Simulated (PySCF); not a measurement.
**Continuum solvent and chemical shifts**

Numbering as in the mapped SMILES `[CH3:1][Si:2]([CH3:3])([Cl:4])[Si:5]([CH3:6])([CH3:7])[Cl:8]`. Hydrogens are named by the atom that carries them.

GIAO PBE0/pcSseg-1 in PySCF 2.14.0 with density-fitted response routines on one PBE0-D3(BJ)/def2-SVP conformer, non-relativistic, equivalent nuclei averaged. Solvents enter as an IEF-PCM continuum (cyclohexane with ε = 2.0, chloroform with ε = 4.7) around the gas-phase geometry. Shifts are referred to TMS computed in the same medium.

In cyclohexane, δ in ppm: C1/C3/C6/C7 1.3, Si2/Si5 28.9, H(C1)/H(C3)/H(C6)/H(C7) 0.53. Dipole moment 0.00 D.

(1) How does each δ change in the more polar medium?

(2) Which nuclei move most (in ppm), and what does the model miss?

## Answers

(1) 
```
                  atoms                               environment  Δδ, chloroform
            C1/C3/C6/C7                methyl carbon bonded to Si            +0.2
                Si2/Si5             silicon bonded to 2 C, Cl, Si            +1.2
H(C1)/H(C3)/H(C6)/H(C7)  hydrogen on a methyl carbon bonded to Si           +0.03
```

Changes are relative to cyclohexane.

(2) Si2/Si5 (silicon bonded to 2 C, Cl, Si, +1.2 ppm) in chloroform. A continuum only polarises the solute; specific hydrogen bonds, the anisotropy of aromatic solvents and changes of geometry or conformer are outside it.
